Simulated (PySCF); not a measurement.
Cards and structures have been mixed up. Pair them.

Structures:
1. `CO[Si](C)(C)C`
2. `CC[NH2+]C`
3. `FCC(Cl)Cl`

Card P (geometry PBE0-D3(BJ)/def2-SVP):
* Rotational constants A, B, C: 3.072, 2.020, 2.013 GHz
* Static isotropic polarisability (PBE0/def2-SVPD): 79.3 au
* Core binding energies (ΔSCF SCAN, pcX-2 on the ionised atom, pcseg-1 elsewhere, spin-free X2C, 2p3/2 from a spin–orbit splitting computed afterwards within the 2p shell): Si2p3/2 106.4, C1s 289.9 (×3), C1s 292.1, O1s 537.5, Si1s 1846.3 eV
* Strongest line among the 10 lowest singlet transitions (TDDFT PBE0/def2-SVPD): S6 at 8.19 eV (151 nm, f = 0.070)
* 13C chemical shifts (computed TMS as zero) by class (GIAO PBE/pcSseg-1): 52.7 (1 C), -2.0 (3 C) ppm

Card Q (geometry PBE0-D3(BJ)/def2-SVP):
- Rotational constants A, B, C: 23.724, 3.753, 3.519 GHz
- Static isotropic polarisability (wB97X-D/def2-SVPD): 42.9 au
- 13C chemical shifts (computed TMS as zero) by class (GIAO PBE0/pcSseg-1): 52.2 (1 C), 37.5 (1 C), 13.7 (1 C) ppm
- Core binding energies (ΔSCF SCAN, pcX-2 on the ionised atom, pcseg-1 elsewhere, spin-free X2C): C1s 295.8, C1s 297.6, C1s 297.7, N1s 414.2 eV
- HOMO energy (wB97X-D/def2-SVPD): -16.94 eV
- Lowest triplet excitation (Tamm–Dancoff) (TDA wB97X-D/def2-SVPD): 9.62 eV
- Isotropic shieldings of nuclei other than C and H, by class (GIAO PBE0/pcSseg-1): 193 (1 N) ppm

Card R (geometry PBE0-D3(BJ)/def2-SVP):
* Rotational constants A, B, C: 3.723, 2.361, 1.508 GHz
* Static isotropic polarisability (wB97X-D/def2-SVPD): 54.2 au
* Lowest triplet excitation (Tamm–Dancoff) (TDA wB97X-D/def2-SVPD): 6.54 eV
* 13C chemical shifts (computed TMS as zero) by class (GIAO KT3/pcSseg-2): 88.8 (1 C), 86.2 (1 C) ppm
* Vertical ionisation energy (ΔSCF wB97X-D/def2-SVPD): 11.44 eV
* Dipole moment (wB97X-D/def2-SVPD): 1.48 D
* Isotropic shieldings of nuclei other than C and H, by class (GIAO KT3/pcSseg-2): 377 (1 F), 703 (2 Cl) ppm

Species are written as SMILES; each is one conformer at its optimised geometry, gas phase, non-relativistic unless stated; the electronic structure was computed with PySCF and density fitting. NMR classes are plain means over equivalent atoms (diastereotopic ones count apart unless rotation or inversion swaps them), as if these changed places fast.

Q: Which card belongs to which structure?

A: P = 1, Q = 2, R = 3. What ties each card to its structure:
- 1 (card P), C4H12OSi, monoisotopic mass 104.1 u, 6 heavy atoms: 4 C in 2 classes; core lines of C, O and Si; the least shielded carbon (52.7 ppm) is a methoxy carbon; a nearly prolate symmetric top with C = 2.013 GHz; polarisability 79.3 au for 58 electrons.
- 2 (card Q), [C3H10N]+, monoisotopic mass 60.1 u, 4 heavy atoms: 3 C in 3 classes; core lines of C and N; a HOMO at -16.94 eV for the only species of charge +1; the least shielded carbon (52.2 ppm) is an sp3 carbon bound to nitrogen; an asymmetric top with C = 3.519 GHz, the highest such constant on the cards; polarisability 42.9 au for 34 electrons.
- 3 (card R), C2H3Cl2F, monoisotopic mass 116.0 u, 5 heavy atoms: 2 C in 2 classes; the least shielded carbon (88.8 ppm) is an sp3 C–F carbon; an asymmetric top with C = 1.508 GHz, the lowest such constant on the cards; polarisability 54.2 au for 58 electrons; dipole 1.48 D. NMR values of atoms bound to several Cl lack the spin–orbit term that these neighbours bring.
